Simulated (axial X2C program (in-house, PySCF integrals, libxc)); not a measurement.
## Outer orbitals of LiGe⁻ at 2.602 Å, HF

Computed with an axial X2C code built on PySCF integrals. Spin-free means the one-electron spin-free X2C Hamiltonian; two-component (2c) means X2C with spin–orbit coupling and atomic mean-field two-electron Coulomb and Gaunt terms, so the difference of the two also holds small scalar two-electron terms. Basis: Ge dyall-acv3z [10s10p8d5f1g], Li dyall-av3z [9s9p3d] (cores contracted in-house); Gaussian nuclei, density fitting, unrestricted open shells. Masses: Ge 73.921 u, Li 7.016 u.

The distance is close to the 2c PBE0 minimum; the highest filled and lowest empty levels are listed.

Spin-free orbitals, state M_S = 1, Λ = 0 (beyond evenly filled blocks: π+α, π-α) (Löwdin shares):

| symmetry | occupied | ε (eV) | atomic character |
| --- | --- | --- | --- |
| σα | yes | -13.30 | 75% Ge s, 12% Li p, 7% Li d |
| σβ | yes | -7.97 | 76% Ge s, 11% Li p, 7% Li d |
| σα | yes | -3.83 | 80% Ge p, 9% Li s, 8% Li p |
| π-α | yes | -3.03 | 84% Ge p, 8% Li d, 8% Li p |
| π+α | yes | -3.03 | 84% Ge p, 8% Li d, 8% Li p |
| σβ | yes | -0.90 | 53% Li s, 32% Li p, 10% Ge p |
| π+β | no | 1.68 | 100% Li p |
| π-β | no | 1.68 | 100% Li p |
| σα | no | 1.68 | 99% Li p |
| σβ | no | 1.68 | 99% Li p |
| π-α | no | 1.68 | 100% Li p |
| π+α | no | 1.68 | 100% Li p |

Spinors with spin–orbit coupling (state Ω = 1):

```json
{"ω": "1/2", "occupied": "yes", "ε (eV)": "-13.30", "atomic character": "75% Ge s, 12% Li p, 7% Li d", "λ mixture": "100% σ"}
{"ω": "-1/2", "occupied": "yes", "ε (eV)": "-7.98", "atomic character": "76% Ge s, 11% Li p, 7% Li d", "λ mixture": "100% σ"}
{"ω": "1/2", "occupied": "yes", "ε (eV)": "-3.83", "atomic character": "80% Ge p, 9% Li s, 8% Li p", "λ mixture": "100% σ"}
{"ω": "-1/2", "occupied": "yes", "ε (eV)": "-3.10", "atomic character": "84% Ge p, 8% Li d, 8% Li p", "λ mixture": "100% π"}
{"ω": "3/2", "occupied": "yes", "ε (eV)": "-2.96", "atomic character": "83% Ge p, 8% Li p, 8% Li d", "λ mixture": "100% π"}
{"ω": "-1/2", "occupied": "yes", "ε (eV)": "-0.90", "atomic character": "53% Li s, 32% Li p, 10% Ge p", "λ mixture": "100% σ"}
{"ω": "1/2", "occupied": "no", "ε (eV)": "1.68", "atomic character": "100% Li p", "λ mixture": "100% π"}
{"ω": "-3/2", "occupied": "no", "ε (eV)": "1.68", "atomic character": "100% Li p", "λ mixture": "100% π"}
{"ω": "1/2", "occupied": "no", "ε (eV)": "1.68", "atomic character": "99% Li p", "λ mixture": "100% σ"}
{"ω": "-1/2", "occupied": "no", "ε (eV)": "1.68", "atomic character": "99% Li p", "λ mixture": "100% σ"}
{"ω": "-1/2", "occupied": "no", "ε (eV)": "1.68", "atomic character": "100% Li p", "λ mixture": "100% π"}
{"ω": "3/2", "occupied": "no", "ε (eV)": "1.68", "atomic character": "100% Li p", "λ mixture": "100% π"}
```

Mulliken charges and populations of the two-component result (they depend on the basis, above all on diffuse functions):

Ge -1.09 e (s 8.12 p 14.96 d 10.01), Li 0.09 e (s 2.51 p 0.40). ⟨Lz⟩ = 0.00 ħ and ⟨Sz⟩ = 1.00 ħ (1.40 and -0.41 on the two atoms), which add up to Ω.

The state is one determinant whose occupation by symmetry is held fixed; it was picked as the lowest of a PBE0 search that is not exhaustive. PBE0 can misorder states that lie within some tenths of an eV, so this need not be the ground state of the molecule. The nearest other spin-free determinant of the search, M_S = 2, Λ = 0, lies 0.20 eV up at the distance of the search. With several unpaired electrons one determinant need not be a pure state. Open-shell Ω = 0 determinants with evenly filled partner blocks cannot be reached by this program, so the Ω shown need not be the lowest component. This is the Ω = 1 component of a π² triplet; the 0⁺ component is not one determinant and can lie lowest. The determinant is spin-polarised beyond a pure state at some levels (its spin-free form has ⟨S²⟩ too high), which makes Re and μ there less reliable.
